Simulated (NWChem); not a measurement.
System: CrHS₂OCl; SMILES [O]=[Cr](=[S])([SH])[Cl]

NWChem printed, in part:

```
             Northwest Computational Chemistry Package (NWChem) 7.3.0
             --------------------------------------------------------

 C1  symmetry detected

                             Geometry "geometry" -> ""
                             -------------------------

 Output coordinates in angstroms (scale by  1.889725989 to convert to a.u.)

  No.       Tag          Charge          X              Y              Z
 ---- ---------------- ---------- -------------- -------------- --------------
    1 Cr                  24.0000     0.02420122    -0.08105908     0.32925257
    2 O                    8.0000     0.00855434     0.12004945     1.86843917
    3 S                   16.0000     1.91913627    -0.08267853    -0.46825188
    4 Cl                  17.0000    -0.96369844    -1.68200693    -0.43650462
    5 S                   16.0000    -0.83851190     1.79287622    -0.52793146
    6 H                    1.0000    -1.55638045     2.21597690     0.50993705

 Effective nuclear repulsion energy (a.u.)     571.7353447160

                                Z-matrix (autoz)
                                --------

 Units are Angstrom for bonds and degrees for angles

      Type          Name      I     J     K     L     M      Value
      ----------- --------  ----- ----- ----- ----- ----- ----------
    1 Stretch                  1     2                       1.55235
    2 Stretch                  1     3                       2.05592
    3 Stretch                  1     4                       2.03110
    4 Stretch                  1     5                       2.23398
    5 Stretch                  5     6                       1.33098
    6 Bend                     1     5     6               100.12151
    7 Bend                     2     1     3               113.20427
    8 Bend                     2     1     4               118.10128
    9 Bend                     2     1     5               105.53845
   10 Bend                     3     1     4               107.54374
   11 Bend                     3     1     5               101.99105
   12 Bend                     4     1     5               109.18920
   13 Torsion                  2     1     5     6         -23.94037
   14 Torsion                  3     1     5     6        -142.43884
   15 Torsion                  4     1     5     6         103.97016

                           NWChem Geometry Optimization
                           ----------------------------

 maximum gradient threshold         (gmax) =   0.000450
 rms gradient threshold             (grms) =   0.000300
 maximum cartesian step threshold   (xmax) =   0.001800
 rms cartesian step threshold       (xrms) =   0.001200
 fixed trust radius                (trust) =   0.300000
 source of zmatrix                         =   autoz

          -------------------
          Energy Minimization
          -------------------

 Using diagonal initial Hessian
 Scaling for Hessian diagonals: bonds = 1.00  angles = 0.25  torsions = 0.10

          --------
          Step   0

                                 NWChem DFT Module
                                 -----------------

 Summary of "ao basis" -> "ao basis" (spherical)
 ------------------------------------------------------------------------------
       Tag                 Description            Shells   Functions and Types
 ---------------- ------------------------------  ------  ---------------------
 Cr                          6-31g*                 12       34   5s4p2d1f
 O                           6-31g*                  6       14   3s2p1d
 S                           6-31g*                  8       18   4s3p1d
 Cl                          6-31g*                  8       18   4s3p1d
 H                           6-31g*                  2        2   2s

            General Information
            -------------------
          SCF calculation type: DFT
          Wavefunction type:  closed shell.
          No. of atoms     :     6
          No. of electrons :    82
           Alpha electrons :    41
            Beta electrons :    41
          Charge           :     0
          Spin multiplicity:     1
          Use of symmetry is: off; symmetry adaption is: off
          Maximum number of iterations: 150
          AO basis - number of functions:   104
                     number of shells:    44
          Convergence on energy requested:  1.00D-06
          Convergence on density requested:  1.00D-05
          Convergence on gradient requested:  5.00D-04

              XC Information
              --------------
                         B3LYP Method XC Potential
                     Hartree-Fock (Exact) Exchange  0.200
                        Slater Exchange Functional  0.800 local
                    Becke 1988 Exchange Functional  0.720 non-local
              Lee-Yang-Parr Correlation Functional  0.810
                  VWN I RPA Correlation Functional  0.190 local

             Grid Information
             ----------------
          Grid used for XC integration:  medium
          Radial quadrature: Mura-Knowles
          Angular quadrature: Lebedev.
          Tag              B.-S. Rad. Rad. Pts. Rad. Cut. Ang. Pts.
          ---              ---------- --------- --------- ---------
          Cr                  1.40      112           9.0       590
          O                   0.60       49           9.0       434
          S                   1.00       88          11.0       590
          Cl                  1.00       88          10.0       590
          H                   0.35       45          11.0       434
          Grid pruning is: on
          Number of quadrature shells:   470
          Spatial weights used:  Erf1

      Superposition of Atomic Density Guess
      -------------------------------------

 Sum of atomic energies:       -2372.68658766

      Non-variational initial energy
      ------------------------------

 Total energy =   -2372.949439
 1-e energy   =   -4412.373271
 2-e energy   =    1467.688487
 HOMO         =      -0.314974
 LUMO         =      -0.066677

   convergence    iter        energy       DeltaE   RMS-Dens  Diis-err
 ---------------- ----- ----------------- --------- --------- ---------
 d= 0,ls=0.0,diis     1  -2375.2203849084 -2.95D+03  7.33D-02  1.21D+01
 d= 0,ls=0.0,diis     2  -2354.1916754985  2.10D+01  4.85D-02  1.59D+02
 d= 0,ls=0.0,diis     3  -2366.3329894361 -1.21D+01  3.19D-02  1.05D+02
 d= 0,ls=0.0,diis     4  -2364.2207720754  2.11D+00  2.13D-02  1.15D+02
 d= 0,ls=0.0,diis     5  -2366.8701467675 -2.65D+00  2.23D-02  1.04D+02
 d= 0,ls=0.5,diis     6  -2366.2608904403  6.09D-01  2.24D-03  1.12D+02
  Resetting Diis
 d= 0,ls=0.5,diis     7  -2366.2670237303 -6.13D-03  1.57D-03  1.11D+02
 d= 0,ls=0.5,diis     8  -2366.2778085184 -1.08D-02  1.48D-01  1.11D+02
 d= 0,ls=0.5,diis     9  -2326.8276000471  3.95D+01  1.38D-01  2.14D+02
 d= 0,ls=0.5,diis    10  -2375.2418954311 -4.84D+01  1.35D-02  1.47D+01
 d= 0,ls=0.5,diis    11  -2376.0365702694 -7.95D-01  7.81D-03  7.15D+00
 d= 0,ls=0.5,diis    12  -2376.6498663640 -6.13D-01  4.61D-03  2.14D+00
 d= 0,ls=0.5,diis    13  -2376.7750614228 -1.25D-01  2.15D-03  8.22D-01
 d= 0,ls=0.5,diis    14  -2376.8377867835 -6.27D-02  1.23D-03  2.06D-01
 d= 0,ls=0.5,diis    15  -2376.8534018693 -1.56D-02  6.43D-04  5.63D-02
 d= 0,ls=0.5,diis    16  -2376.8571122171 -3.71D-03  3.76D-04  2.21D-02
 d= 0,ls=0.5,diis    17  -2376.8581833538 -1.07D-03  2.51D-04  1.40D-02
 d= 0,ls=0.5,diis    18  -2376.8585742619 -3.91D-04  1.79D-04  1.22D-02
 d= 0,ls=0.5,diis    19  -2376.8588824945 -3.08D-04  1.65D-04  9.91D-03
 d= 0,ls=0.5,diis    20  -2376.8592766818 -3.94D-04  1.29D-04  6.09D-03
 d= 0,ls=0.5,diis    21  -2376.8595164410 -2.40D-04  1.01D-04  3.78D-03
 d= 0,ls=0.5,diis    22  -2376.8597036891 -1.87D-04  7.44D-05  1.81D-03
 d= 0,ls=0.5,diis    23  -2376.8597938962 -9.02D-05  5.76D-05  9.29D-04
 d= 0,ls=0.5,diis    24  -2376.8598403323 -4.64D-05  4.65D-05  4.89D-04
 d= 0,ls=0.5,diis    25  -2376.8598663176 -2.60D-05  3.67D-05  2.59D-04
 d= 0,ls=0.5,diis    26  -2376.8598803122 -1.40D-05  2.96D-05  1.43D-04
 d= 0,ls=0.5,diis    27  -2376.8598880151 -7.70D-06  2.36D-05  8.41D-05
 d= 0,ls=0.5,diis    28  -2376.8598924843 -4.47D-06  1.91D-05  5.24D-05
 d= 0,ls=0.5,diis    29  -2376.8598952429 -2.76D-06  1.56D-05  3.21D-05
 d= 0,ls=0.5,diis    30  -2376.8598969566 -1.71D-06  1.25D-05  2.03D-05
 d= 0,ls=0.5,diis    31  -2376.8598980462 -1.09D-06  1.01D-05  1.31D-05
 d= 0,ls=0.5,diis    32  -2376.8598987616 -7.15D-07  7.94D-06  8.32D-06

         Total DFT energy =    -2376.859899225001
      One electron energy =    -4413.406610090182
           Coulomb energy =     1601.879917070198
    Exchange-Corr. energy =     -137.068550920988
 Nuclear repulsion energy =      571.735344715971

 Numeric. integr. density =       81.999995819051

                       DFT Final Molecular Orbital Analysis
                       ------------------------------------

 Vector   39  Occ=2.000000D+00  E=-3.283880D-01
              MO Center=  1.4D-01,  4.2D-01, -3.5D-01, r^2= 4.4D+00
   Bfn.  Coefficient  Atom+Function         Bfn.  Coefficient  Atom+Function
  ----- ------------  ---------------      ----- ------------  ---------------
    56      0.344244  3 S  py                93      0.316901  5 S  pz
    75     -0.283127  4 Cl pz                91      0.251767  5 S  px
    18      0.172587  1 Cr d -2              60      0.169527  3 S  py
    55     -0.168535  3 S  px                95      0.153022  5 S  px
    94     -0.149536  5 S  s                 12      0.144007  1 Cr py

 Vector   40  Occ=2.000000D+00  E=-2.880925D-01
              MO Center=  1.3D+00, -3.9D-02, -1.5D-01, r^2= 3.3D+00
   Bfn.  Coefficient  Atom+Function         Bfn.  Coefficient  Atom+Function
  ----- ------------  ---------------      ----- ------------  ---------------
    57      0.529737  3 S  pz                55      0.293534  3 S  px
    61      0.291332  3 S  pz                37     -0.214216  2 O  px
    53     -0.200079  3 S  pz                75     -0.160851  4 Cl pz
    41     -0.154511  2 O  px                59      0.146565  3 S  px
    91      0.139474  5 S  px                73      0.118261  4 Cl px

[...]

      ----------------------
      Optimization converged
      ----------------------

  Step       Energy      Delta E   Gmax     Grms     Xrms     Xmax
  ---- ---------------- -------- -------- -------- -------- --------
@    6   -2376.87026184  7.0D-08  0.00007  0.00003  0.00037  0.00080
                                     ok       ok       ok       ok

                                Z-matrix (autoz)
                                --------

 Units are Angstrom for bonds and degrees for angles

      Type          Name      I     J     K     L     M      Value     Gradient
      ----------- --------  ----- ----- ----- ----- ----- ---------- ----------
    1 Stretch                  1     2                       1.54142    0.00004
    2 Stretch                  1     3                       1.98223    0.00001
    3 Stretch                  1     4                       2.14323    0.00007
    4 Stretch                  1     5                       2.19152    0.00002
    5 Stretch                  5     6                       1.35458    0.00005
    6 Bend                     1     5     6                95.49871   -0.00000
    7 Bend                     2     1     3               111.14224   -0.00001
    8 Bend                     2     1     4               109.38163    0.00000
    9 Bend                     2     1     5               107.89063    0.00002
   10 Bend                     3     1     4               111.03277   -0.00001
   11 Bend                     3     1     5               105.41727   -0.00000
   12 Bend                     4     1     5               111.89598   -0.00000
   13 Torsion                  2     1     5     6         -35.59464   -0.00001
   14 Torsion                  3     1     5     6        -154.42259   -0.00000
   15 Torsion                  4     1     5     6          84.77493    0.00001

                         Geometry "geometry" -> "geometry"
                         ---------------------------------

 Output coordinates in angstroms (scale by  1.889725989 to convert to a.u.)

  No.       Tag          Charge          X              Y              Z
 ---- ---------------- ---------- -------------- -------------- --------------
    1 Cr                  24.0000     0.07400802     0.01183576     0.27263787
    2 O                    8.0000     0.05984334     0.09241016     1.81188893
    3 S                   16.0000     1.92824988    -0.08689106    -0.42109901
    4 Cl                  17.0000    -1.07574676    -1.68207303    -0.36152498
    5 S                   16.0000    -0.74061207     1.89085281    -0.50740751
    6 H                    1.0000    -1.65244137     2.05702340     0.48044552

 Effective nuclear repulsion energy (a.u.)     571.0385020065

                Final and change from initial internal coordinates
                --------------------------------------------------

                                Z-matrix (autoz)
                                --------

 Units are Angstrom for bonds and degrees for angles

      Type          Name      I     J     K     L     M      Value       Change
      ----------- --------  ----- ----- ----- ----- ----- ---------- ----------
    1 Stretch                  1     2                       1.54142   -0.01092
    2 Stretch                  1     3                       1.98223   -0.07369
    3 Stretch                  1     4                       2.14323    0.11213
    4 Stretch                  1     5                       2.19152   -0.04246
    5 Stretch                  5     6                       1.35458    0.02360
    6 Bend                     1     5     6                95.49871   -4.62280
    7 Bend                     2     1     3               111.14224   -2.06203
    8 Bend                     2     1     4               109.38163   -8.71965
    9 Bend                     2     1     5               107.89063    2.35218
   10 Bend                     3     1     4               111.03277    3.48903
   11 Bend                     3     1     5               105.41727    3.42622
   12 Bend                     4     1     5               111.89598    2.70678
   13 Torsion                  2     1     5     6         -35.59464  -11.65427
   14 Torsion                  3     1     5     6        -154.42259  -11.98374
   15 Torsion                  4     1     5     6          84.77493  -19.19523

 ==============================================================================
                                internuclear distances
 ------------------------------------------------------------------------------
       center one      |      center two      | atomic units |  angstroms
 ------------------------------------------------------------------------------
    2 O                |   1 Cr               |     2.91287  |     1.54142
    3 S                |   1 Cr               |     3.74587  |     1.98223
    4 Cl               |   1 Cr               |     4.05011  |     2.14323
    5 S                |   1 Cr               |     4.14138  |     2.19152
    6 H                |   5 S                |     2.55979  |     1.35458
 ------------------------------------------------------------------------------
                         number of included internuclear distances:          5
 ==============================================================================
```

Level: B3LYP/6-31G* (spherical d). Not confirmed as a minimum by frequencies. B3LYP is NWChem's, with the RPA form of VWN correlation.

Task: Write an input that gives this output.

Result: This is not unique; one that fits is the input that was run:
```
start job
memory heap 200 mb stack 900 mb global 1100 mb
geometry units angstroms
  Cr     0.314809    -0.000706    -0.110022
  O      1.654600    -0.420678    -0.772116
  S      0.332610    -0.178621     1.938105
  Cl    -0.441699     1.830001    -0.558989
  S     -1.161787    -1.570087    -0.699411
  H     -0.589658    -2.023359    -1.812395
end
basis spherical
  * library 6-31g*
end
dft
  xc b3lyp
  iterations 150
end
driver
  maxiter 120
end
task dft optimize
```
